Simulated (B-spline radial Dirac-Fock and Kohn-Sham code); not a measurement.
**Cd⁺ 3p3/2: cross section and angular parameters**

System: the Cd⁺ ion, configuration 1s2 2s2 2p6 3s2 3p6 3d10 4s2 4p6 4d10 5s1; threshold 621.4 eV (orbital energy of the model). These are calculated numbers from a radial B-spline solver; the model is Dirac-Hartree-Slater photoionisation with a Latter tail; cross sections with all multipoles, angular parameters from the dipole term and its interference with E2.

For linearly polarised light dσ/dΩ = σ/(4π) [1 + β P₂(cos θ) + (δ + γ cos²θ) sin θ cos φ], with θ from the polarisation vector and φ the angle between the beam and the projection of the electron momentum on the plane normal to the polarisation.

```
hν (eV)  σ (kb)      β       γ      δ
    738     313  0.851   0.215  0.106
    800     288  1.069   0.286  0.069
    831     275  1.146   0.286  0.055
   1090     192  1.457   0.113  0.012
 1486.9     116  1.596  -0.023  0.003
   1850    77.2  1.635  -0.019  0.004
   2000    66.2  1.640   0.001  0.005
   2520    41.0  1.641   0.105  0.008
   2580       ?      ?       ?      ?
 2984.4    28.3  1.628   0.217  0.011
   3380    21.3  1.612   0.316  0.013
   4000    14.3  1.584   0.465  0.018
   5150    7.64  1.527   0.716  0.028
 8047.8    2.33  1.391   1.208  0.058
   9880    1.30  1.316   1.438  0.078
```

Q: Give the values at 2580 eV.

A: σ = 39.0 kb, β = 1.639, γ = 0.119, δ = 0.008.
